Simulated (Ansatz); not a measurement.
The same path of a periodic cell of 17 atoms, CuSi₁₆ (host Si, host structure diamond, interstitial Cu), cell charge +1 was run twice with different band settings. Lost on the way: Si1–Cu17, Si2–Cu17, Si6–Cu17, Si10–Cu17. Made: Si8–Cu17, Si12–Cu17, Si13–Cu17, Si14–Cu17, Si16–Cu17.

These are results of Ansatz 0.2.0, DFT PBE, scalar-relativistic, plane waves, PAW, not measurements. Settings: PAW set soft_1, cutoff 420 eV, k mesh 2x2x2, gaussian smearing 0.05 eV, no spin polarisation.

Relaxed end points:

```xyz
17
Lattice="0.0000 5.4300 5.4300 5.4300 0.0000 5.4300 5.4300 5.4300 0.0000" Properties=species:S:1:pos:R:3
Si -0.136 -0.139 0.138
Si 1.317 1.319 1.356
Si 2.720 2.723 -0.053
Si 3.954 3.947 1.488
Si 2.775 0.034 2.656
Si 4.080 1.317 4.113
Si 5.495 2.714 2.716
Si 6.835 4.141 4.030
Si 0.028 2.775 2.655
Si 1.315 4.075 4.112
Si 2.716 5.487 2.711
Si 4.135 6.835 4.028
Si 2.774 2.772 5.395
Si 4.122 4.127 6.732
Si 5.474 5.478 5.382
Si 6.834 6.831 6.718
Cu 6.647 6.635 9.664
```

```xyz
17
Lattice="0.0000 5.4300 5.4300 5.4300 0.0000 5.4300 5.4300 5.4300 0.0000" Properties=species:S:1:pos:R:3
Si 0.044 0.049 0.046
Si 1.395 1.401 1.398
Si 2.756 2.754 0.059
Si 4.125 4.126 1.384
Si 2.754 0.064 2.754
Si 4.124 1.389 4.125
Si 5.430 2.678 2.676
Si 6.838 4.081 4.078
Si 0.066 2.760 2.761
Si 1.390 4.131 4.131
Si 2.678 5.432 2.676
Si 4.079 6.838 4.075
Si 2.676 2.676 5.434
Si 4.073 4.072 6.843
Si 5.312 5.313 5.320
Si 6.658 6.658 6.658
Cu 7.991 8.000 8.015
```

Common settings: optimiser quadratic models (default); force threshold 0.05 eV/Å; end points relaxed.

| run | movable images | climbing image | spring | start path | iteration limit |
| --- | --- | --- | --- | --- | --- |
| 1 | 3 | yes | 10.0 eV/Å² | IDPP | 49 |
| 2 | 6 | from the first iteration | 5.0 eV/Å² | default | 22 |

Task: What does each run give, and how far can it be trusted?

Result: Run 1: converged after 16 iterations, highest image 0.042 eV above the first end. By the program's own check the climbing image is a first-order saddle point (lowest curvatures found: -0.26 and 0.99 eV/Å²).
Run 2: converged after 5 iterations, highest image 0.047 eV above the first end. The profile has 2 maxima (images 1, 4) with wells between them (image 3): this band takes more than one step, which may be the mechanism or a detour left from its start path. The order of the stationary point at the top wasn't checked.
Limits of this set-up: coarse k mesh, a small cell, in which the defect meets its images, charged cell in a uniform background, uncorrected.
